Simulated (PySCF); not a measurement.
## Basis and Hamiltonian dependence of the excitation energy of S⁺

S⁺ [Ne] 3s2 3p3 (4S) → S⁺ [Ne] 3s1 3p3 3d1 (6D). All values are computed (PySCF 2.14, energy differences of UHF-based or UKS calculations, no spin-orbit coupling). Values in eV.

```tsv
basis	Hamiltonian	functions	UHF	PBE	PBE0	MP2 (valence)	CCSD(T) (valence)	CCSD(T) (valence and next inner shell)
aug-cc-pV(D+d)Z	non-relativistic	32	18.720	20.643	20.523	20.206	20.617	n/a
ANO-RCC-VTZP	spin-free X2C	34	18.862	20.922	20.771	20.519	20.897	20.931
aug-cc-pwCVDZ	non-relativistic	36	18.756	20.674	20.555	20.256	20.658	20.797
x2c-TZVPPall with one added diffuse shell each of s, p, d type	spin-free X2C	51	18.315	20.227	20.129	19.976	20.347	20.473
def2-TZVPPD	non-relativistic	51	18.182	20.071	19.979	19.845	20.218	20.341
aug-cc-pV(T+d)Z	non-relativistic	55	18.172	20.101	19.997	19.822	20.177	n/a
aug-cc-pwCVTZ	non-relativistic	75	18.109	20.046	19.940	19.788	20.132	20.265
def2-QZVPPD	non-relativistic	79	18.127	20.033	19.937	19.879	20.193	20.336
dyall-av3z	non-relativistic	84	18.623	20.596	20.484	20.296	20.635	n/a
aug-cc-pV(Q+d)Z with one added diffuse shell each of s, p, d, f, g type	non-relativistic	114	18.123	20.038	19.941	19.862	n/a	n/a
aug-cc-pwCVQZ	non-relativistic	134	18.072	19.986	19.888	19.829	n/a	n/a
```

Frozen in the all-electron rows: valence: [Ne]; valence and next inner shell: 1s2.

At UHF, aug-cc-pV(D+d)Z, aug-cc-pwCVDZ, dyall-av3z lie more than 0.3 eV from the median of the rows with comparable relativity.
